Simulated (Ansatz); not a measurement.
Ansatz results at the PBE0-D4/def2-TZVP geometry: HOMO energy (ωB97M-V/def2-TZVPP) -7.80 eV; LUMO energy (PBE/def2-TZVPP) -0.78 eV; HOMO–LUMO gap (ωB97M-V/def2-TZVPP) 9.28 eV.

Each molecule was computed in one conformer, which needn't be the lowest.

**Question.** Which molecule gave them?
A. `[OH][Nb]([OH])([OH])([F])[F]`
B. `CC(C)(C)[N]=[Nb]([CH3])([F])[Cl]`
C. `C[N](C)[Nb](=[NH])([N](C)C)[N](C)C`
D. `C[N]=[Nb]([CH3])([NH2])[Cl]`

**Answer.** C. The others give `C[N]=[Nb]([CH3])([NH2])[Cl]`: -9.63, -2.13, 10.39; `[OH][Nb]([OH])([OH])([F])[F]`: -11.99, -2.91, 12.04; `CC(C)(C)[N]=[Nb]([CH3])([F])[Cl]`: -9.93, -2.70, 10.20.
